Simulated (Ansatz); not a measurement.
Mulliken charges of AlBH6OSi (`OB[SiH2][AlH2]`) from PBE/def2-TZVPP in Ansatz (PBE0-D4/def2-TZVP geometry).

| atom | x (Å) | y (Å) | z (Å) | charge (e) |
| --- | --- | --- | --- | --- |
| O1 | -1.608 | 1.724 | -0.121 | -0.198 |
| B2 | -0.351 | 1.413 | 0.272 | 0.091 |
| Si3 | 0.696 | 0.028 | -0.759 | -0.062 |
| Al4 | 0.361 | -2.141 | 0.338 | 0.324 |
| H5 | -2.040 | 2.368 | 0.447 | 0.206 |
| H6 | 0.100 | 1.929 | 1.265 | -0.022 |
| H7 | 2.151 | 0.361 | -0.684 | -0.055 |
| H8 | 0.302 | -0.036 | -2.196 | -0.054 |
| H9 | 0.994 | -2.413 | 1.771 | -0.118 |
| H10 | -0.521 | -3.285 | -0.327 | -0.113 |

By hand: the dipole of these point charges (1 e Å = 4.8032 D).

Σ q r = (-0.255, 0.175, 0.254) e Å, of length 0.400 e Å = 1.92 D.

How does the dipole of the full density compare? (Best estimate.)

Ansatz gave: (-0.187, 0.278, 0.187) e Å, 1.84 D; the point charges give 1.04 times that, at 21° from its direction.

Point charges leave out the atoms' own dipoles, such as those of lone pairs, and Mulliken's split depends on the basis, so the two needn't agree.
